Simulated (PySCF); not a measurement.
Computed Raman spectrum (relative Raman activity) of a molecule CH5FO2Si2. Geometry: B3LYP-D3(BJ)/def2-SVP. The values are those of a single conformer. Computed with B3LYP-D3(BJ)/def2-SVP (PySCF). Frequencies are harmonic and unscaled.

Lines under 2 % of the strongest are left out, and lines within 2 cm⁻¹ are merged.

| ν (cm⁻¹) | relative intensity |
|---|---|
| 436 | 2.4 |
| 511 | 2.5 |
| 655 | 11 |
| 697 | 7.8 |
| 701 | 7.2 |
| 750 | 8.6 |
| 804 | 5.5 |
| 841 | 2.2 |
| 867 | 5.9 |
| 976 | 5.2 |
| 997 | 4.9 |
| 1077 | 2.1 |
| 1225 | 4.6 |
| 1463 | 9.8 |
| 2242 | 100 |
| 2248 | 76 |
| 2352 | 88 |
| 3032 | 85 |
| 3085 | 66 |

Task: Pick the molecule that these values belong to.
A. F[Si@H]1OC[SiH2]O1
B. O=C[Si@@H](F)[SiH2]O
C. O[Si@@H]1CO[Si@@H]1F
D. O=C[Si@H](F)O[SiH3]

Result: A, F[Si@H]1OC[SiH2]O1
